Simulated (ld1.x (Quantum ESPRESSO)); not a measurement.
**u(r) = r·R(r): atom against pseudo-atom (Mg)**

Columns: radius, all-electron u(r) and pseudo u(r) of the 2p shell (level -50.87 eV) of magnesium in the configuration [He] 2s2 2p6 3s1.5 3p0; PBE, scalar-relativistic, RRKJ scheme, ld1.x (Quantum ESPRESSO) 7.5.

| r (bohr) | all-electron | pseudo |
| --- | --- | --- |
| 0.042 | 0.0737 | 0.0290 |
| 0.085 | 0.2360 | 0.1152 |
| 0.128 | 0.4236 | 0.2488 |
| 0.170 | 0.6000 | 0.4108 |
| 0.212 | 0.7550 | 0.5874 |
| 0.255 | 0.8860 | 0.7658 |
| 0.298 | 0.9881 | 0.9261 |
| 0.340 | 1.0613 | 1.0537 |
| 0.382 | 1.1108 | 1.1465 |
| 0.425 | 1.1403 | 1.2039 |
| 0.467 | 1.1517 | 1.2259 |
| 0.510 | 1.1487 | 1.2199 |
| 0.552 | 1.1344 | 1.1935 |
| 0.595 | 1.1106 | 1.1533 |
| 0.638 | 1.0798 | 1.1064 |
| 0.680 | 1.0446 | 1.0589 |
| 0.722 | 1.0059 | 1.0120 |
| 0.765 | 0.9638 | 0.9655 |
| 0.807 | 0.9212 | 0.9214 |
| 0.850 | 0.8768 | 0.8768 |
| 0.892 | 0.8334 | 0.8334 |
| 0.935 | 0.7894 | 0.7894 |
| 0.977 | 0.7471 | 0.7471 |
| 1.020 | 0.7049 | 0.7049 |
| 1.062 | 0.6650 | 0.6650 |
| 1.105 | 0.6256 | 0.6256 |

(1) How many radial nodes do the two functions have?

(2) At about which radius was the pseudo-wave matched?

(3) Is the pseudo-wave norm-conserving?

## Answers

(1) The all-electron 2p function has n − l − 1 = 0; the pseudo-wave has 0.

(2) 0.85 bohr, where the columns begin to agree (steps of 0.04 bohr).

(3) Yes: the RRKJ scheme keeps the norm inside the radius equal to the all-electron one, which fixes the energy derivative of the logarithmic derivative at the level.
